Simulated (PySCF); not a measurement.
BrH2SbTe2, SMILES [Br][Sb]([TeH])[TeH].

Geometry: PBE0-D3(BJ)/def2-SVP. The structure was generated by enumeration; whether it is a known compound was not checked. The def2 effective core potentials stand for the cores of Sb, Te; spin–orbit coupling is left out.

Level of theory: PySCF 2.14.0 with IEF-PCM-PBE0/def2-SVP.

The values are the electrostatic part of the solvation free energy, E(continuum) − E(gas) at the gas-phase geometry, in a cavity of scaled van der Waals radii (PySCF's table); cavitation and dispersion terms are not included. A continuum can't describe solvent molecules that bind to the metal. In vacuum the orbital gap is 4.50 eV. The dipole moment in vacuum is 2.15 D.

Computed values in water (ε = 78.36), dimethylsulfoxide (ε = 46.83), ethylethanoate (ε = 5.99):
```csv
solvent,ε,ΔG(elec) (kcal/mol),dipole (D),gap (eV)
water,78.36,-4.9,3.38,4.59
dimethylsulfoxide,46.83,-4.8,3.36,4.59
ethylethanoate,5.99,-3.6,3.03,4.57
```
